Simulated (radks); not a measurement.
Question: These are the eigenvalues of the occupied orbitals of an atom or ion with whole-number occupations (eV). Calculated with a radial shooting solver on a logarithmic mesh with Libxc functionals: scalar-relativistic Kohn-Sham, B86b exchange with PBE correlation, spin-unpolarised, spherical densities, finite nucleus; Fermi nuclear charge, rms radius of each element as measured or else 0.836 A^(1/3) + 0.57 fm.

orbital  eigenvalue
1s        -5382.911
2s        -619.2429
2p        -519.7662
3s         -86.8140
3p         -60.6149
3d         -21.3389

Which element is it, and in what charge state? The configuration may be excited.

Answer: Z = 23, vanadium, charge +2: V2+ in [Ar] 3d3. The list shows which subshells hold electrons but not how many an open one holds; the 1s level, -197.82 hartree, gives Z - s = 19.9 by -(Z - s)^2/2, which with screening and relativity narrows Z to a few neighbours, and the depths of the outer levels then fix element, charge and occupations together.
